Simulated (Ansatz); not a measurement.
Ansatz (an electronic-structure program) input:

Ansatz 0.2 input:
```yaml
crystal:
  periodic: [false, false, false]
  atoms:
    - {symbol: Au, position_ang: [0.04597234, 0.01909712, 0.03720549]}
    - {symbol: Cl, position_ang: [-0.31724161, 1.56534713, -1.58194313]}
    - {symbol: O, position_ang: [0.13658963, -2.37897596, 2.01246298]}
    - {symbol: C, position_ang: [0.11142928, -1.51462772, 1.30901599]}
basis:
  gaussian:
    orbitals: def2-SVPD
total_charge: 1
magnetization: {spin_polarized: true, initial_magnetization: 1}
correlation: {method: ccsd_t, electrons: outside_noble_gas}
output: {forces: true}
```

Predict the final energy.

-707.25187 Eh (CCSD(T)/def2-SVPD). The basis has 105 functions.

The spin state was set by rule; other spins were not relaxed.
